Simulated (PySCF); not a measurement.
A GIAO shielding run with PySCF 2.14 (density fitting, non-relativistic, gas phase) on `InChI=1S/C5H8FSi/c1-3-4-7(2)5-6/h1H,4-5H2,2H3/q+1`:

```
$ OMP_NUM_THREADS=1 python probes_run.py task.json out

{"job": {"kind": "nmr", "xc": "PBE0", "basis": "pcSseg-1"}, "charge": 1, "multiplicity": 1}
C      3.272430     0.523896    -0.270463
C      2.278927    -0.142124    -0.283179
C      1.087112    -0.975683    -0.300045
Si    -0.527615    -0.010038    -0.109470
C     -0.820691     1.834257     0.067559
C     -2.059950    -1.163169    -0.103556
F     -1.597878    -2.447236    -0.255638
H      4.160392     1.084838    -0.265127
H      1.170225    -1.725098     0.501490
H      1.070199    -1.547163    -1.240233
H     -1.494154     2.211436    -0.705345
H      0.111525     2.395823    -0.004497
H     -1.274671     2.075106     1.031258
H     -2.753676    -0.971997    -0.928840
H     -2.626590    -1.134859     0.832864
```

Hardware: 1 thread of an Intel Xeon Platinum 8488C, shared host. The job also computes population analyses, field gradients.

Q: How large is the calculation?

A: 60 electrons, 166 basis functions and 881 auxiliary functions.

Q: How long does it take, and how much memory does it need?

A: 24 s of wall time, with 15 SCF cycles and 5 response iterations; peak memory 0.75 GiB. Times on a shared host scatter by some tens of per cent.
